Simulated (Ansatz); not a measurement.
Gas-phase electronic energies from Ansatz, PBE0-D4/def2-TZVP geometries. CBS: MP2 limit from def2 TZ/QZ plus the TZ coupled-cluster correction, frozen cores. This one scheme is used for every species. DFT in def2-TZVPP. B3LYP here is the variant with VWN-RPA as its local correlation; programs differ in this. For Ge outer-core shells are correlated without core-valence functions, which leaves a few kJ/mol of doubt a bond. Scalar relativity is left out up to krypton. One conformer a species, not always the lowest.

`F[SiH](F)[CH2][GeH3]` → `F[CH2][GeH3]` + `F[SiH]`  (silylene formation by 1,1-elimination)

Task: Is it downhill or uphill in electronic energy at CCSD(T)/CBS, and by how much? (Best estimate.)

Result: Ansatz gave: Uphill: ΔE = +490.6 kJ/mol.

Task: What do these levels give: PBE-D4, PBE0-D4, B3LYP-D4, ωB97M-V, B2PLYP, PBE0, B3LYP, HF/def2-TZVPP, MP2/def2-TZVPP, HF/def2-QZVPP, HF/CBS(def2), MP2/CBS(def2)? (Estimate.)

Result: Computed: PBE-D4 461.6, PBE0-D4 484.6, B3LYP-D4 466.6, ωB97M-V 474.1, B2PLYP 474.4, PBE0 476.1, B3LYP 450.7, HF/def2-TZVPP 472.8, MP2/def2-TZVPP 511.2, HF/def2-QZVPP 474.3, HF/CBS(def2) 474.5, MP2/CBS(def2) 520.3 kJ/mol.

Largest T1 diagnostic among the species: 0.015.

From PBE to PBE0 (25 % exact exchange), in def2-TZVPP and without D4, ΔE moves by +24.3 kJ/mol. The D4 term adds +15.8 kJ/mol with B3LYP and +8.6 kJ/mol with PBE0; it sums over pairs of atoms, weighted by their polarisabilities, and B3LYP, whose exchange is more repulsive, gets the larger term. In def2-TZVPP, CCSD(T) changes the Hartree–Fock value by +8.7 kJ/mol (the triples alone add +1.7 kJ/mol) and MP2 by +38.4 kJ/mol.
